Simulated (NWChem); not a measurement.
# NaF; SMILES [F][Na]

Program: NWChem. The geometry was optimised at PBE0/def2-SVP. Level PBE/def2-SVP: single points from the atomic guess with DIIS by default; each run changes one setting, and all converged runs end within 0.3 mHa of each other. cgmin counts macro-iterations, each dearer than a DIIS step.

Which setting needs the most SCF iterations, or fails (DIIS on 3 Fock matrices; quadratically convergent solver (cgmin); defaults; core-Hamiltonian guess; level shift of 0.5 Ha throughout)?

level shift of 0.5 Ha throughout, with 39 against 9 for the defaults.
```json
[
 {"setting": "defaults", "SCF iterations": "9"},
 {"setting": "quadratically convergent solver (cgmin)", "SCF iterations": "10"},
 {"setting": "level shift of 0.5 Ha throughout", "SCF iterations": "39"},
 {"setting": "DIIS on 3 Fock matrices", "SCF iterations": "10"},
 {"setting": "core-Hamiltonian guess", "SCF iterations": "14"}
]
```
